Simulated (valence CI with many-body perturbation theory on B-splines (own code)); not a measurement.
Kr IV in brief

Computed by configuration interaction combined with many-body perturbation theory (CI+MBPT): five valence electrons over a frozen Dirac-Fock core [Ar] 3d10, radial functions for each j: 9 s, 9 p, 8 d, 6 f, 3 g, 1 h, with the one-electron correlation potential Σ1 (screened to all orders), the two-electron term Σ2, the three-electron term Σ3, Breit, model QED; selected single and double excitations, second order for the rest, scaled by the run's own slope (own B-spline code, finite nucleus).

Against 41 measured levels this calculation errs by 172 cm⁻¹ on average and by 331 at most. These come from a selection out of Saloman, J. Phys. Chem. Ref. Data 36, 215 (2007). Levels without a partner in it may be off by more. Among the levels kept, up to 1300 cm⁻¹ of a level comes from second order outside the variational space, and about a tenth of that is noise between levels of different J, which matters for small intervals. 2 measured levels below the end of the list, from 202373 cm⁻¹ on, found no clear computed partner, and computed levels of the same name lie up to 1986 cm⁻¹ from them.

Rates and lifetimes use the calculated energies. Strong lines usually hold to 10 to 20 %, long lifetimes can be off by a factor of two.

Q: What is the ground level?

A: 4s2 4p3 4S°_3/2, composition 94 % 4s2 4p3 4S° + 2 % 4s2 4p3 2P°, g = 1.986.

Q: Name the longest-lived excited levels whose lifetime is computed, and their main decay.

A: 4s2 4p3 2D°_5/2 at 2.329 eV lives 5.59 s, mostly by M1 to 4s2 4p3 4S°_3/2; 4s2 4p3 2D°_3/2 at 2.124 eV lives 352 ms, mostly by M1 to 4s2 4p3 4S°_3/2; 4s2 4p2 4d 4F_9/2 at 22.137 eV lives 116 ms, mostly by E2 to 4s 4p4 4P_5/2.

Q: What are the static dipole polarisabilities of the lowest levels?

A: 4s2 4p3 4S°_3/2 5.41; 4s2 4p3 2D°_3/2 5.45 (tensor 0.072); 4s2 4p3 2D°_5/2 5.48; 4s2 4p3 2P°_1/2 5.51 bohr³, of which the core gives 0.202.

Q: Among levels below 29.345 eV, which E1 lines absorb most strongly from the ground level?

A: to 4s2 4p2 4d 4P_5/2 at 49.66 nm, f = 1.91; to 4s2 4p2 4d 4P_3/2 at 49.44 nm, f = 1.11; to 4s2 4p2 4d 4P_1/2 at 48.85 nm, f = 0.406.

Q: Where does the other parity begin?

A: At 4s 4p4 4P_5/2, 14.693 eV.

Q: How well does LS coupling describe the low levels?

A: Among the lowest 20 levels the leading LS term, summed over configurations, holds 92 % on average. For single configurations the figures are 80 % in LS and 56 % in jj coupling. Terms mix most in the J = 7/2 level at 22.374 eV, where the leading one holds 50 %.

Q: What is the ionisation energy?

A: 50.667 eV; NIST lists 50.85 ± 0.11 eV (measured).
